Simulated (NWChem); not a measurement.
Program: NWChem. System: ClZn (+1), charge 1, spin multiplicity 1, at a geometry optimised with PBE0/def2-SVP. The structure started from a generated list of species.

Job file:

```
start mol
memory heap 200 mb stack 900 mb global 1100 mb
charge 1
geometry units angstroms nocenter noautoz
  Zn     0.000000     0.000000    -0.748676
  Cl     0.000000     0.000000     1.321193
  symmetry group C2v
end
basis spherical
  * library def2-svpd
end
dft
  xc xpbe96 cpbe96
  semidirect memsize 60000000 filesize 0
  iterations 100
end
tddft
  rpa
  nroots 8
  notriplet
  thresh 1e-4
end
task tddft energy
```

The output up to the point where the run's verdict is printed (cleaned and shortened):

```
             Northwest Computational Chemistry Package (NWChem) 7.3.0
             --------------------------------------------------------

                                NWChem Input Module
                                -------------------

 Scaling coordinates for geometry "geometry" by  1.889725989
 (inverse scale =  0.529177249)

 Turning off AUTOSYM since
 SYMMETRY directive was detected!

                             Geometry "geometry" -> ""
                             -------------------------

 Output coordinates in angstroms (scale by  1.889725989 to convert to a.u.)

  No.       Tag          Charge          X              Y              Z
 ---- ---------------- ---------- -------------- -------------- --------------
    1 Zn                  30.0000     0.00000000     0.00000000    -0.74867600
    2 Cl                  17.0000     0.00000000     0.00000000     1.32119300

 Effective nuclear repulsion energy (a.u.)     130.3852548107

            Nuclear Dipole moment (a.u.)
            ----------------------------
        X                 Y               Z
 ---------------- ---------------- ----------------
     0.0000000000     0.0000000000     0.0000018897

      Symmetry information
      --------------------

 Group name             C2v
 Group number             16
 Group order               4
 No. of unique centers     2

      Symmetry unique atoms

     1    2


 Summary of "ao basis" -> "" (spherical)
 ------------------------------------------------------------------------------
       Tag                 Description            Shells   Functions and Types
 ---------------- ------------------------------  ------  ---------------------
 *                         def2-svpd                  on all atoms

  pbe96 is a nonlocal functional; adding pw91lda local functional.

                                 NWChem DFT Module
                                 -----------------

 Summary of "ao basis" -> "ao basis" (spherical)
 ------------------------------------------------------------------------------
       Tag                 Description            Shells   Functions and Types
[...]
 moments of inertia (a.u.)
 ------------------
         345.840653523901           0.000000000000           0.000000000000
           0.000000000000         345.840653523901           0.000000000000
           0.000000000000           0.000000000000           0.000000000000

     Multipole analysis of the density
     ---------------------------------

     L   x y z        total         alpha         beta         nuclear
     -   - - -        -----         -----         ----         -------
     0   0 0 0      1.000000    -23.000000    -23.000000     47.000000

     1   1 0 0     -0.000000     -0.000000     -0.000000      0.000000
     1   0 1 0      0.000000      0.000000      0.000000      0.000000
     1   0 0 1      1.826855      0.913426      0.913426      0.000002

     2   2 0 0    -18.669849     -9.334924     -9.334924      0.000000
     2   1 1 0     -0.000000     -0.000000     -0.000000      0.000000
     2   1 0 1      0.000000      0.000000      0.000000      0.000000
     2   0 2 0    -16.413756     -8.206878     -8.206878      0.000000
     2   0 1 1     -0.000000     -0.000000     -0.000000      0.000000
     2   0 0 2    -13.525360    -89.771782    -89.771782    166.018204

                                NWChem TDDFT Module
                                -------------------

            General Information
            -------------------
           No. of orbitals :     122
            Alpha orbitals :      61
             Beta orbitals :      61
        Alpha frozen cores :       0
         Beta frozen cores :       0
     Alpha frozen virtuals :       0
      Beta frozen virtuals :       0
         Spin multiplicity :       1
    Number of AO functions :      61
        Use of symmetry is : off
      Symmetry adaption is : on
         Schwarz screening :  0.10D-07

              XC Information
              --------------
   PerdewBurkeErnzerhof Exchange Functional   1.00
     Perdew 1991 LDA Correlation Functional   1.00 local
    PerdewBurkeErnz. Correlation Functional   1.00 non-local

             TDDFT Information
             -----------------
          Calculation type : TDDFT
         Wavefunction type : Restricted singlets
          No. of electrons :      46
           Alpha electrons :      23
            Beta electrons :      23
              No. of roots :       8
          Max subspacesize :    5600
            Max iterations :     100
               Target root :       1
           Target symmetry : none
      Symmetry restriction : off
                 Algorithm : Optimal
        Davidson threshold :  0.10D-03

            Memory Information
            ------------------
          Available GA space size is         144175479 doubles
          Available MA space size is          50653844 doubles
          Length of a trial vector is          874
          Algorithm : Incore multiple tensor contraction
          Estimated peak GA usage is          19844612 doubles
          Estimated peak MA usage is             45600 doubles

    8 smallest eigenvalue differences (eV)
--------------------------------------------------------
  No. Spin  Occ  Vir  Irrep   E(Occ)    E(Vir)   E(Diff)
--------------------------------------------------------
    1    1   23   24 b2       -0.404    -0.712    -8.393
    2    1   22   24 a2       -0.671    -0.712    -1.121
    3    1   21   24 b2       -0.692    -0.712    -0.563
    4    1   20   24 b2       -0.733    -0.712     0.557
    5    1   19   24 b1       -0.733    -0.712     0.557
    6    1   18   24 a2       -0.748    -0.712     0.983
    7    1   17   24 a1       -0.773    -0.712     1.647
    8    1   16   24 b2       -0.788    -0.712     2.065
--------------------------------------------------------

  Entering Davidson iterations
  Restricted singlet excited states

  Iter   NTrls   NConv    DeltaV     DeltaE      Time
  ----  ------  ------  ---------  ---------  ---------
```

The run crashed. NWChem stopped with the message: tddft_diagon: A-B is not positive-definite; try TDA.
